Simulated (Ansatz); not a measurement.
Reaction (formal exchange of groups at a Ge–I bond): `[F][Ge]([F])([F])[I]` + `C#N` → `N#[C][Ge]([F])([F])[F]` + HI

Program: Ansatz. Geometries: PBE0-D4/def2-TZVP. ΔE: electronic, gas phase. CCSD(T)/CBS adds triple-zeta CCSD(T) − MP2 to the extrapolated MP2 energy (def2 sets, frozen cores). This one scheme is used for every species. DFT in def2-TZVPP. def2 core potentials past Kr. For Ge, I outer-core shells are correlated without core-valence functions, which leaves a few kJ/mol of doubt a bond. Scalar relativity is left out up to krypton.

`[F][Ge]([F])([F])[I]`:

```xyz
5

F     1.729   -0.230    0.055
Ge    0.048    0.013   -0.087
F    -0.498   -1.070   -1.286
F    -0.163    1.582   -0.720
I    -1.116   -0.294    2.038
```

`C#N`:

Z-matrix (Å, degrees):
```
C
N 1 1.146
H 1 1.069 2 180.0
```

`N#[C][Ge]([F])([F])[F]`:

```xyz
6

N     1.409   -1.724   -1.170
C     0.765   -0.936   -0.635
Ge   -0.295    0.360    0.245
F     0.054    1.910   -0.346
F     0.008    0.340    1.912
F    -1.942    0.048   -0.006
```

HI:

```xyz
2

I     0.352    0.724   -0.020
H    -0.352   -0.724    0.020
```

```json
{"species": "`[F][Ge]([F])([F])[I]`", "LC-ωPBE energy (Eh)": "-2674.13793"}
{"species": "`C#N`", "LC-ωPBE energy (Eh)": "-93.38946"}
{"species": "`N#[C][Ge]([F])([F])[F]`", "LC-ωPBE energy (Eh)": "-2469.15189"}
{"species": "HI", "LC-ωPBE energy (Eh)": "-298.34599"}
```

(1) Work out ΔE.

Largest T1 diagnostic among the species: 0.014.

Answers

(1) ΔE = (-2469.15189) + (-298.34599) − (-2674.13793) − (-93.38946) = 0.02951 Eh = +18.5 kcal/mol. CCSD(T)/CBS gives +19.4 kcal/mol.

The D4 term adds +0.8 kcal/mol with B3LYP and +0.4 kcal/mol with PBE0; it sums over pairs of atoms, weighted by their polarisabilities, and B3LYP, whose exchange is more repulsive, gets the larger term. Leaving LDA and LC-ωPBE aside and taking each functional with its dispersion term where it has one, the values, not all of them listed here, spread over 2.2 kcal/mol, from B97M-V to PBE-D4. At CCSD(T), def2-SVP lies −3.5 kcal/mol from the extrapolated value and def2-TZVPP −3.0 kcal/mol.

B3LYP here is the variant with VWN-RPA as its local correlation; programs differ in this.
